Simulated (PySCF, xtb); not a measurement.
CH5CdNS, SMILES C[S][Cd][NH2].

GFN2-xTB run with xtb 6.7.1 at its own geometry gives an orbital gap of 2.44 eV and a dipole moment of 3.62 D.

Geometry: PBE0-D3(BJ)/def2-SVP. The structure was generated by enumeration; whether it is a known compound was not checked. The def2 effective core potentials stand for the cores of Cd; spin–orbit coupling is left out. Other conformers were not sampled.

**Question.** What does ωB97X/def2-TZVP run with PySCF give? (Estimate from the structure and the level; the computed values follow.)

**Answer.** gap 9.87 eV (levels -8.86 and 1.01 eV), dipole 0.96 D.
